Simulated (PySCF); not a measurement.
Correlation energy of S⁻ (sulfur, charge -1)

[Ne] 3s2 3p5, 2P determinant. Computed with PySCF 2.14 in aug-cc-pwCVQZ (10s9p7d5f3g, 134 functions), with the non-relativistic Hamiltonian (point nucleus). Frozen: [Ne]; 7 electrons correlated.

MP2 pair energies summed by pair of shells (mhartree):

| pair | energy | share (%) |
| --- | --- | --- |
| 3p-3p | -101.24 | 58.9 |
| 3s-3p | -59.79 | 34.8 |
| 3s-3s | -10.86 | 6.3 |

Total MP2 correlation energy: -171.89 mhartree.

Same-spin part -37.90 and opposite-spin part -134.00 mhartree; SCS-MP2 scales them by 1/3 and 6/5 to -173.43 mhartree.
